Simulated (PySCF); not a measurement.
## Co(CH3)2: what the settings change

Co(CH3)2 holds Co(II), d7, at total charge 0. The structure is a PBE0-D3(BJ)/def2-TZVP geometry optimised for multiplicity 4; coordination linear, point group D3d, metal–donor distances 1.99 Å.

```
9

Co    0.0000    0.0000    0.0000
C     0.0000    0.0000    1.9892
H    -1.0176   -0.0076    2.3972
H     0.5153   -0.8774    2.3972
H     0.5022    0.8850    2.3972
C     0.0000    0.0000   -1.9892
H     1.0176    0.0076   -2.3972
H    -0.5022   -0.8850   -2.3972
H    -0.5153    0.8774   -2.3972
```

Method (PySCF 2.14, density fitting): CASSCF(7,5) with orbitals averaged over all microstates of the shell, strongly contracted NEVPT2 on the averaged canonical orbitals; basis x2c-TZVPall on the metal, x2c-SVPall elsewhere; spin-free X2C; gas phase; spin-orbit coupling by state interaction with the mean-field operator over all roots.

Base run: NEVPT2 ground state 4A2g, next 4A1g at 82, then 4A2g at 1564 cm⁻¹, B(CASSCF) 1156, ζ 504 cm⁻¹, μeff(300 K) 6.30 μB.

Problem. What happens with the basis x2c-TZVPall on all atoms?

Solution. NEVPT2 ground state 4A2g, next 4A1g at 79, then 4A2g at 1520 cm⁻¹, B(CASSCF) 1157, ζ 504 cm⁻¹, μeff(300 K) 6.31 μB. It took 5.7 s against 4.7 s on a shared host of the same kind.

Problem. What happens with orbitals averaged over the highest spin alone?

Solution. NEVPT2 ground state 4A2g, next 4A1g at 78, then 4A2g at 1533 cm⁻¹, B(CASSCF) 1168, ζ 507 cm⁻¹, μeff(300 K) 6.32 μB.

4A1g (82 cm⁻¹) lies within 300 cm⁻¹ of 4A2g at NEVPT2 level, inside the method's error: their order is undecided, and g values and low-temperature moments can hang on it.
